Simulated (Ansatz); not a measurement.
System: CF₂, net charge 1, doublet state. 
Coordinates optimised at B3LYP-D3(BJ)/def2-TZVP (Ansatz, an electronic-structure program):
```
C
F 1 1.2194
F 1 1.2194 2 124.67
```
Charge +1, spin multiplicity 2.

Basis-set convergence of Hartree-Fock and CCSD correlation energies (hartree) with Ansatz. Correlated levels leave the core frozen unless marked. UHF or UKS for open shells. No spin-orbit coupling. Non-relativistic.

```
basis    functions       E(HF)  E(corr, CCSD)
-------  ---------  ----------  -------------
cc-pVDZ         42  -236.29600       -0.47358
cc-pVTZ         90  -236.38053       -0.60474
cc-pVQZ        165  -236.39981       -0.65212
```

Extrapolating the two largest sets (X = 3 and 4) as X^-3: E(corr) = (64·(-0.65212) - 27·(-0.60474))/37 = -0.6867 Eh, an estimate of the basis-set limit. The largest set recovers 95.0 % of it, the smallest 69.0 %.
